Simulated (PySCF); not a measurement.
C₆ coefficients of unlike pairs at UHF

Calculated with PySCF 2.14 from the dipole response of each species, C₆(A,B) = (3/π) ∫ α_A(iu) α_B(iu) du, in atomic units, from isotropic polarisabilities. For ions this is the dispersion term alone; charge-induced terms of lower order in 1/R come first.

```csv
species,configuration,basis,relativity,α (bohr³),C₆ (like pair)
Ag,[Kr] 4d10 5s1 (2S),aug-cc-pVDZ-PP with ECP28MDF (5s5p4d2f),core potential,82.40,665.2
P(2+),[Ne] 3s2 3p1 (2P),"x2c-QZVPPall with one added diffuse shell each of s, p, d, f type (10s7p5d3f1g)",spin-free X2C,9.521,34.93
Pd(3+),[Kr] 4d7 (4F),aug-cc-pwCVDZ-PP with ECP28MDF (6s6p5d3f),core potential,4.018,18.07
Mg,[Ne] 3s2 (1S),aug-cc-pVTZ-DK (6s5p3d2f),spin-free X2C,80.89,756.2
```

(1) Estimate C₆ for Pd(3+) with P(2+).

No spin-orbit coupling is included.

The other pairs:

```csv
pair,C₆
"Mg, Pd(3+)",68.76
"P(2+), Ag",132.4
"Mg, Ag",700.5
"Pd(3+), Ag",73.62
"Mg, P(2+)",137.3
```

## Answers

(1) The integral gives 22.04. The combination rule 2 C_A C_B / (C_A α_B/α_A + C_B α_A/α_B) gives 21.93 and the geometric mean 25.12.
